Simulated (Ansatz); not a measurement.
Single points on the cluster Li4S2.

```yaml
crystal:
  periodic: [false, false, false]
  atoms:
    - {symbol: Li, position_ang: [1.543761, -0.325053, 0.371212]}
    - {symbol: Li, position_ang: [0.104845, 1.046127, -1.216356]}
    - {symbol: Li, position_ang: [-1.822972, 1.042135, 2.489433]}
    - {symbol: Li, position_ang: [-0.496415, -1.377784, -0.728078]}
    - {symbol: S, position_ang: [1.328467, -0.710774, -1.805559]}
    - {symbol: S, position_ang: [-0.657676, 0.325349, 0.889349]}
basis:
  gaussian: {orbitals: def2-SVP, initial_orbitals: start.molden}
hamiltonian: {xc: pbe, dispersion: d4}
scf: {omitted_lower_state_checks: [starts]}
output: {orbitals: {seedname: orbitals}}
```

The file start.molden holds the orbitals of an earlier run on this structure, at another level or in another basis.

```sh
$ ansatz run in.yaml --threads 4 --pin off --events-out ev --progress --plain --max-ram 3916MiB
```

Output, abridged:

```
Functional definition: PBE
954 factors; their error is unknown
mean field evaluation 1: about -22476.3900 eV, gradient 6.7e0 eV
mean field evaluation 2: about -22476.5400 eV, gradient 1.5e-1 eV
mean field evaluation 4: about -22476.4505 eV, gradient 5.1e-4 eV
mean field -22476.45052566 eV, -825.9943217327 hartree, gradient 1.9e-5 eV, S^2 0.000000; 0 other end points of the search recorded, 0 dependent functions left out
reference -22476.45059700 eV, -825.9943243543 hartree; 22, 22 occupied and 50, 50 virtual orbitals, 954 factors
Total energy: -22476.55927527 eV, -825.9983182069 hartree
Checks for a lower state left out: starts
```

It took 0.85 s on 4 threads of Arm Neoverse V1 on a shared host.

First input, but with `gaussian: {orbitals: def2-TZVP, initial_orbitals: start.molden}`, `hamiltonian: {xc: {name: revPBE}, dispersion: d4}` (abridged; 1.2 s):

```
Functional definition: revPBE
mean field -22491.94997326 eV, -826.5639159261 hartree, gradient 8.6e-6 eV, S^2 0.000000
Total energy: -22492.19643320 eV, -826.5729731619 hartree
Checks for a lower state left out: starts
```

First input, but with `gaussian: {orbitals: 6-31G}`, `hamiltonian: {xc: hf}` (abridged; 0.3 s):

```
Functional definition: HF
mean field -22450.16589338 eV, -825.0283793126 hartree, gradient 5.7e-5 eV, S^2 0.000000
Total energy: -22450.16589338 eV, -825.0283793126 hartree
Checks for a lower state left out: starts
```

As the first input, with `gaussian: {orbitals: def2-TZVP, initial_orbitals: start.molden}`, `hamiltonian: {xc: {name: B2PLYP}}` and without the key `output` (abridged; 2.4 s):

```
Functional definition: B2PLYP
mean field -22484.18561112 eV, -826.2785808804 hartree, gradient 4.2e-6 eV, S^2 0.000000
10 core orbitals not correlated: weight in the atoms' cores, before any rotation towards them, 1.000 or more for the frozen orbitals, at most 0.000 for the correlated occupied ones
second order -16.75174579 eV of doubles, -0.00000000 eV of singles
Total energy: -22488.70876237 eV, -826.4448036227 hartree
Checks for a lower state left out: starts
```

As the first input, with `gaussian: {orbitals: def2-TZVP, initial_orbitals: start.molden}`, `hamiltonian: {xc: pbe0, dispersion: d4}` (abridged; 1.3 s):

```
Functional definition: PBE0
mean field -22486.62199352 eV, -826.3681162820 hartree, gradient 4.6e-5 eV, S^2 0.000000
Total energy: -22486.71578236 eV, -826.3715629582 hartree
Checks for a lower state left out: starts
```

As the first input, with `gaussian: {orbitals: def2-TZVP, initial_orbitals: start.molden}`, `hamiltonian: {xc: {name: B3LYP}, dispersion: d4}` (abridged; 1.6 s):

```
Functional definition: B3LYP
mean field -22498.03632973 eV, -826.7875854009 hartree, gradient 1.2e-5 eV, S^2 0.000000
Total energy: -22498.21778057 eV, -826.7942535962 hartree
Checks for a lower state left out: starts
```

The first input with `gaussian: {orbitals: def2-TZVP, initial_orbitals: start.molden}`, `hamiltonian: {xc: r2scan, dispersion: d4}` (abridged; 2.7 s):

```
Functional definition: r2SCAN
mean field -22494.33365725 eV, -826.6515146971 hartree, gradient 2.4e-5 eV, S^2 0.000000
Total energy: -22494.35694521 eV, -826.6523705138 hartree
Checks for a lower state left out: starts
```

Geometry: PBE0-D4/def2-TZVP.

B3LYP takes the VWN-RPA correlation. Correlated methods freeze 10 core orbitals; core or outer-core shells of Li are correlated, in sets that lack core-valence functions. The structure comes from a short search, and lower isomers may exist.
